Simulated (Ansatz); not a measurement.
RhC: shapes and states compared

Calculated in Ansatz's Gaussian-basis code. Basis cc-pwCVTZ-PP on Rh, cc-pVTZ on C, scalar-relativistic core potentials (28 electrons on Rh), no spin–orbit coupling, 1 orbital frozen in the corrections; active space CAS(11,9), shells under the valence barred from it. Restricted Hartree–Fock, then the lowest state-specific CASSCF solution met for each case. Coupled cluster stands on the determinant that it favours, not always the lowest RHF. On stretched bonds single-reference methods can fail or change state. Unlike active orbitals can shift such differences by tenths of an eV, at times by over 1 eV.

Case A, quartet: bond length 1.6130 Å.

Case B, doublet: bond length 1.8550 Å.

Case C, doublet: the shape of A.

Energy less that of case A, in eV:

| case | RHF/ROHF | CASSCF | CCSD(T) |
| --- | --- | --- | --- |
| B | +0.529 | -1.560 | -1.262 |
| C | -0.524 | -2.384 | -2.122 |

(1) What does SC-NEVPT2 give for these differences?

(2) Which case is lowest, and do the methods agree?

Results:

(1) B: -1.482 eV (-34.2 kcal/mol); C: -2.261 eV (-52.1 kcal/mol).

(2) C is lowest in SC-NEVPT2. Of the methods shown, RHF/ROHF, CASSCF, CCSD(T) agree.
